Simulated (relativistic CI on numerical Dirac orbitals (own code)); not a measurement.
## Forbidden transitions in Xe52+

Computed by Dirac-Coulomb-Breit CI, orbitals from a KLI potential per configuration, a model potential for QED, unscaled Slater integrals (own radial code, finite nucleus).

Configuration list: 1s2, 1s 2s, 1s 2p, 1s 3s, 1s 3p, 1s 3d, 1s 4s, 1s 4p, 1s 4d, 1s 4f, 1s 5s, 1s 5p, 1s 5d, 1s 5f, 1s 5g, 1s 6s, 1s 6p, 1s 6d, 2s2. Levels of other configurations are missing.

| λ vac (Å) | Lower | Upper | Type | A (s⁻¹) | E lower (eV) | E upper (eV) |
| --- | --- | --- | --- | --- | --- | --- |
| 0.3163 | 1s2 1S_0 [1] | 1s 6d 1D_2 [59] | E2 | 2.81e+12 | 0.0 | 39202.0 |
| 0.3163 | 1s2 1S_0 [1] | 1s 6d 3D_2 [55] | E2 | 1.95e+12 | 0.0 | 39197.2 |
| 0.3201 | 1s2 1S_0 [1] | 1s 5d 1D_2 [43] | E2 | 4.61e+12 | 0.0 | 38732.0 |
| 0.3202 | 1s2 1S_0 [1] | 1s 5d 3D_2 [37] | E2 | 3.21e+12 | 0.0 | 38723.8 |
| 0.3274 | 1s2 1S_0 [1] | 1s 4d 1D_2 [29] | E2 | 7.84e+12 | 0.0 | 37867.6 |
| 0.3276 | 1s2 1S_0 [1] | 1s 4d 3D_2 [23] | E2 | 5.50e+12 | 0.0 | 37851.6 |
| 0.3443 | 1s2 1S_0 [1] | 1s 3d 1D_2 [17] | E2 | 1.39e+13 | 0.0 | 36005.5 |
| 0.4053 | 1s2 1S_0 [1] | 1s 2p 3P°_2 [6] | M2 | 2.55e+12 | 0.0 | 30592.6 |
| 0.4115 | 1s2 1S_0 [1] | 1s 2s 3S_1 [2] | M1 | 3.76e+11 | 0.0 | 30126.9 |
| 145.09 | 1s 2s 3S_1 [2] | 1s 2s 1S_0 [5] | M1 | 4.37e+04 | 30126.9 | 30212.4 |

Terms are leading LS components. Brackets give the number of a level in order of energy, since labels repeat. The list gives strong lines, with weight on those to low levels, among the lowest 59 of 60 levels, so that lines to higher ones, which can be the strongest, are missing. Levels whose partners in the same complex of configurations lie outside the list can be far off, and so can their lines. Rates are taken at the computed energies, electric ones in the length gauge.

At this charge energies of transitions that change n are usually good to better than 1 %, and those within a shell (Δn = 0) to a few per cent.

LS names give the leading component of a level, which can be under half, so a name can repeat, a term be missing and a line seem to break the LS rules.
